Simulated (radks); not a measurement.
All-electron atom: Os10+ in [Kr] 4d10 4f14 5s2 5p4 (the NIST ground configuration). All-electron calculation, Dirac Kohn-Sham, BLYP, spin-unpolarised, spherical densities, finite nucleus; open shells fill j = l - 1/2 first; Fermi nuclear charge, rms radius 5.4126 fm. Program: a radial shooting solver on a logarithmic mesh with Libxc functionals. Some entries of the table are withheld. Estimate them.

orbital,occ.,eigenvalue (eV),r(max) (bohr),<1/r> (bohr^-1)
1s1/2,2,-73912.11,0.01103,90.41
2s1/2,2,-13002.93,0.06360,22.09
2p1/2,2,(1),0.04709,22.06
2p3/2,4,(2),0.05414,18.32
3s1/2,2,(3),0.1790,8.112
3p1/2,2,(4),0.1674,8.029
3p3/2,4,(5),0.1818,7.057
3d3/2,4,-2165.462,0.1420,6.954
3d5/2,6,-2093.032,0.1460,6.727
4s1/2,2,-794.4263,0.4052,3.420
4p1/2,2,-692.0619,0.4042,3.311
4p3/2,4,-613.4394,0.4342,2.973
4d3/2,4,-445.0980,0.4291,2.766
4d5/2,6,-430.4963,0.4385,2.686
5s1/2,2,-247.2263,0.8964,1.423
4f5/2,6,-216.6334,0.4017,2.291
4f7/2,8,-213.7435,0.4064,2.260
5p1/2,2,-213.1535,0.9433,1.323
5p3/2,2,-198.0253,1.010,1.219

Answer. 
(1) 2p1/2 eigenvalue (eV): -12460.25
(2) 2p3/2 eigenvalue (eV): -10928.45
(3) 3s1/2 eigenvalue (eV): -3152.175
(4) 3p1/2 eigenvalue (eV): -2908.673
(5) 3p3/2 eigenvalue (eV): -2574.512
